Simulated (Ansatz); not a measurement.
Total energies of (MeSi)4O6 adamantane (C4H12O6Si4) from Ansatz at PBE0-D4/def2-SVP, gas phase (1 Eh = 27.2114 eV = 2625.5 kJ/mol). The reference geometry is relaxed at r2SCAN-D4/def2-SVP.

```xyz
26

Si   -0.014   -0.134    1.749
C    -0.029   -0.275    3.576
O    -1.093   -1.175    0.994
Si   -1.158   -1.127   -0.682
C    -2.368   -2.304   -1.396
O     0.416   -1.399   -1.197
Si    1.604   -0.374   -0.602
C     3.281   -0.765   -1.231
O     1.482   -0.474    1.069
O     1.093    1.175   -0.994
Si   -0.432    1.635   -0.464
C    -0.884    3.344   -0.949
O    -0.416    1.399    1.197
O    -1.482    0.474   -1.069
H     0.692    0.427    4.021
H     0.242   -1.296    3.885
H    -1.030   -0.045    3.971
H    -3.387   -2.056   -1.063
H    -2.137   -3.332   -1.078
H    -2.341   -2.264   -2.495
H     3.575   -1.783   -0.934
H     4.018   -0.056   -0.826
H     3.303   -0.702   -2.330
H    -0.169    4.065   -0.525
H    -1.891    3.594   -0.582
H    -0.876    3.448   -2.045
```

| state | geometry | energy (Eh) |
| --- | --- | --- |
| charge 0 singlet | reference | -1767.66796 |
| charge 1 doublet | reference | -1767.28052 |
| charge -1 doublet | reference | -1767.57609 |
| free Si atom (triplet) | – | -289.15194 |
| free C atom (triplet) | – | -37.76066 |
| free O atom (triplet) | – | -74.92490 |
| free H atom (doublet) | – | -0.50029 |

Question: Work out the vertical ionisation energy to the doublet.

Answer: E(charge 1 doublet) − E(charge 0 singlet) = -1767.28052 − (-1767.66796) = 0.38744 Eh = 10.54 eV. For comparison, −ε of the highest occupied level is 8.74 eV at this level, 1.80 eV less.

Question: Work out the vertical electron affinity, to the doublet.

Answer: E(charge 0 singlet) − E(charge -1 doublet) = -1767.66796 − (-1767.57609) = -0.09187 Eh = -2.50 eV; negative, so the extra electron isn't bound. The basis lacks diffuse functions, which makes affinities too small.

Question: Give the fundamental gap IE − EA, the Mulliken electronegativity (IE + EA)/2 and the hardness (IE − EA)/2.

Answer: From the values in Eh: IE − EA = 0.38744 − (-0.09187) = 0.47931 Eh = 13.04 eV; (IE + EA)/2 = 4.02 eV; (IE − EA)/2 = 6.52 eV. The HOMO–LUMO gap of the same run is 10.09 eV, 2.95 eV smaller than the fundamental gap.

Question: What is the binding energy per atom against free atoms?

Answer: Atoms: 4 × (-289.15194) + 4 × (-37.76066) + 6 × (-74.92490) + 12 × (-0.50029) = -1763.20328 Eh. Binding: -1763.20328 − (-1767.66796) = 4.46468 Eh = 121.49 eV, or 4.67 eV for each of 26 atoms (no zero-point energy, no counterpoise term).

At PBE0-D4/def2-SVP the highest occupied level of the charge -1 doublet lies above zero (up to 3.72 eV). By energy differences it is unbound by 2.50 eV (vertical, to the charge 0 singlet, at PBE0-D4/def2-SVP) and held by the finite basis.
